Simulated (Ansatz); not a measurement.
`[OH][Hf]([SH])([SH])[SH]` + H₂O → `[OH][Hf]([OH])([SH])[SH]` + H₂S  (formal hydrolysis of the Hf–S bond)

Computed with Ansatz on PBE0-D4/def2-TZVP structures; ΔE is electronic, products minus reactants. CCSD(T)/CBS adds triple-zeta CCSD(T) − MP2 to the extrapolated MP2 energy (def2 sets, frozen cores). This one scheme is used for every species. Functionals use def2-TZVPP. B3LYP here is the variant with VWN-RPA as its local correlation; programs differ in this. HSE06 is defined as in plane-wave codes. def2 core potentials past Kr. For Hf outer-core shells are correlated without core-valence functions, which leaves a few kJ/mol of doubt a bond. Each species was taken in one conformer, which may not be the lowest.

| level | ΔE (kJ/mol) | difference from CCSD(T)/CBS |
| --- | --- | --- |
| PBE0-D4 | -35.2 | 3.6 |
| PBE | -38.9 | -0.1 |
| revPBE | -38.8 | 0.0 |
| B3LYP | -50.8 | -12.0 |
| r2SCANh | -41.2 | -2.4 |
| HSE06 | -37.8 | 1.0 |
| BHLYP | -52.6 | -13.8 |
| CCSD(T)/def2-SVP | -64.8 | -26.0 |
| MP2/def2-QZVPP | -34.5 | 4.3 |
| HF/CBS(def2) | -56.6 | -17.8 |
| CCSD(T)/CBS | -38.8 | 0 |

Problem. What do rigid-rotor, harmonic-oscillator terms from PBE0-D4/def2-TZVP frequencies (298.15 K, 1 bar) make of the CCSD(T)/CBS value? (Best estimate.)

Solution. Computed: ΔZPE = -6.4 kJ/mol, ΔH = -46.1 kJ/mol, ΔS = -5 J/(mol·K), ΔG = -44.7 kJ/mol.

Largest T1 diagnostic among the species: 0.016.

In def2-TZVPP, CCSD(T) changes the Hartree–Fock value by +15.5 kJ/mol (the triples alone add +4.7 kJ/mol) and MP2 by +20.8 kJ/mol. The D4 term adds +5.5 kJ/mol with B3LYP and +3.3 kJ/mol with PBE0; it sums over pairs of atoms, weighted by their polarisabilities, and B3LYP, whose exchange is more repulsive, gets the larger term. At CCSD(T), def2-SVP lies −26.0 kJ/mol from the extrapolated value and def2-TZVPP −2.2 kJ/mol.
